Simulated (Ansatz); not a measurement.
`FB(CCl)[SiH2]S` → B• + C• + Cl• + F• + 5 H• + S• + Si•  (atomization)

Program: Ansatz. Geometries: PBE0-D4/def2-TZVP. ΔE: electronic, gas phase. CCSD(T)/CBS is the MP2 limit (def2-TZVPP, def2-QZVPP) plus CCSD(T) − MP2 in def2-TZVPP, frozen cores. This one scheme is used for every species, atoms too. DFT in def2-TZVPP. No spin–orbit coupling; open shells (•) take unrestricted orbitals. Spin–orbit coupling would lower the free atoms: a little for B, C, Cl, F, S, Si. One conformer a species, not always the lowest.

```json
{"level": "ωB97X-V", "ΔE (kcal/mol)": "921.9"}
{"level": "HF/def2-TZVPP", "ΔE (kcal/mol)": "680.0"}
```

(1) What does CCSD(T)/CBS give? (An estimate is asked.)

Largest T1 diagnostic among the species: 0.014.

## Answers

(1) Computed: +914.8 kcal/mol. The listed levels differ from it by 7.1, -234.8 kcal/mol.

In def2-TZVPP, CCSD(T) changes the Hartree–Fock value by +209.9 kcal/mol (the triples alone add +14.8 kcal/mol) and MP2 by +228.4 kcal/mol; breaking electron pairs costs correlation energy, which Hartree–Fock lacks. From PBE to PBE0 (25 % exact exchange), in def2-TZVPP and without D4, ΔE moves by −13.2 kcal/mol: exact exchange takes away binding that semilocal exchange gives to molecules.

For atomizations the MP2-based limit and the directly extrapolated one differ by several kJ/mol either way, and by 10 to 25 for some Ge, Se and Sn compounds, so smaller differences from it don't rank the levels.
